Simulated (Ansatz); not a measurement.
## One arrangement of a pair

The pair of H2 (SMILES [H][H], atoms 1–2) and C2H7N (SMILES CNC, atoms 3–12), both closed shells, in one local arrangement (a lower one may exist), relaxed at PBE0-D4/def2-TZVP:

```
12
angstrom
H -0.2538 -0.7527 -2.8661
H -0.0531 -0.3354 -2.2751
C 1.0189 -0.5861 0.5759
N 0.3085 0.5499 0.0357
C -1.0725 0.6016 0.4567
H 2.0692 -0.5433 0.2812
H 0.5977 -1.5079 0.1635
H 0.9687 -0.6627 1.6753
H 0.7809 1.4072 0.2888
H -1.6126 -0.2527 0.0375
H -1.5446 1.5090 0.0752
H -1.2071 0.5729 1.5513
```

Program: Ansatz 0.2.0. Basis: def2-TZVPPD, with def2-QZVPPD for the basis limit. Cores are frozen in the correlated methods. B3LYP uses VWN-RPA correlation. Extrapolation: Hartree–Fock as exp(−7.88 √X), correlation as X^−2.97. Interaction energies count from these two fragments, frozen as in the pair, with the counterpoise correction; negative means bound.

Q: What is the interaction energy by CCSD(T) at an estimated basis limit (MP2 extrapolated from triple and quadruple zeta, plus CCSD(T) − MP2 in triple zeta)? (To be estimated.)

A: The calculation gives: -1.15 kcal/mol. Hartree–Fock alone gives 0.24 kcal/mol at the basis limit, so without correlation the pair would not bind at this distance. It counts from the two fragments frozen as in the pair.

The same quantity by other methods in triple zeta, and each one's difference from that estimate:
```csv
method,E_int (kcal/mol),difference
PBE-D4,-1.60,-0.44
revPBE-D4,-1.33,-0.18
BLYP-D4,-1.15,0.01
r2SCAN-D4,-1.07,0.08
B97M-V,-1.32,-0.16
PBE0-D4,-1.42,-0.26
B3LYP-D4,-1.22,-0.06
HSE06-D4,-1.42,-0.26
wB97X-V,-1.19,-0.04
wB97M-V,-1.18,-0.03
B2PLYP,-0.69,0.46
HF,0.24,1.39
MP2,-1.04,0.12
CCSD,-0.84,0.31
CCSD(T),-1.02,0.14
```
Differences are method less estimate.

Q: Which atoms make the shortest contact between the fragments?

A: H2 and N4, 2.50 Å apart.

Basis-set superposition shift (counterpoise-corrected less uncorrected): CCSD(T) 0.21; MP2 0.21; HF 0.03; PBE0-D4 0.02; wB97M-V 0.04 kcal/mol.

No T1 diagnostic of these runs exceeds 0.009.

For scale, one of the runs: CCSD(T)/def2-TZVPPD, 264 basis functions, launched by `ansatz run in.yaml --threads 4 --pin off --events-out ev --progress --plain --max-ram 9574MiB`. Hardware: 4 CPU threads of an Arm Neoverse V2, shared host. Wall time 93 s; peak host memory 6.7 GiB.
